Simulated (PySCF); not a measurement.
# Ionisation energy of Ga by level of theory

Ga [Ar] 3d10 4s2 4p1 (2P) → Ga⁺ [Ar] 3d10 4s2 (1S), as a difference of total energies. All numbers are calculated (PySCF 2.14, scalar relativity through the core potential, in aug-cc-pVTZ-PP with one added diffuse shell each of s, d, f type with ECP10MDF (7s5p5d3f, 68 functions)). Correlated levels: valence: 3s2 3p6 3d10 frozen. The calculations carry no spin-orbit coupling.

| method | ionisation energy (eV) |
| --- | --- |
| UHF | 5.533 |
| MP2 (valence) | 5.746 |
| SCS-MP2 (valence) | 5.727 |
| CCSD (valence) | 5.802 |
| CCSD(T) (valence) | 5.827 |

Problem. How much does correlation contribute at CCSD(T) (valence)?

Solution. 5.827 − (5.533) = 0.294 eV, measured against UHF.

Errors of the correlated levels include the incompleteness of this basis and the frozen core.

For comparison: 5.931 eV (measured; NIST levels, between the centres of gravity of the two terms).
